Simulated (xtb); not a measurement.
FOS (SMILES O=[S]F), doublet, geometry from GFN2-xTB. Base run: GFN2-xTB (xtb 6.7.1).

Here is a job for xtb.
```
$ xtb mol.xyz --gfn 2 --uhf 1 --json

# file mol.xyz
3

O     -1.19502904    -0.51179322     0.02875724
S     -0.14028508     0.46479902     0.00071897
F      1.31164375    -0.37138205    -0.02684017
```

Variants of this job, named by their change:

| change | ΔE vs base (kcal/mol) | dipole (D) | G_solv (kcal/mol) | SCF cycles |
|---|---|---|---|---|
| base | 0.000 | 2.66 | - | 10 |
| alpb = ether | -3.38 | 2.86 | -3.67 | 10 |
| file = coord | 0.000 | 2.66 | - | 10 |
| alpb = methanol | -3.76 | 2.97 | -4.42 | 9 |
| acc = 1000 | 0.001 | 2.65 | - | 5 |
| acc = 0.0001 | 0.000 | 2.66 | - | 17 |
| acc = 0.1 | 0.000 | 2.66 | - | 12 |

ALPB and GBSA are two models with their own fitted parameters for each solvent, which aren't always the measured dielectric constant.
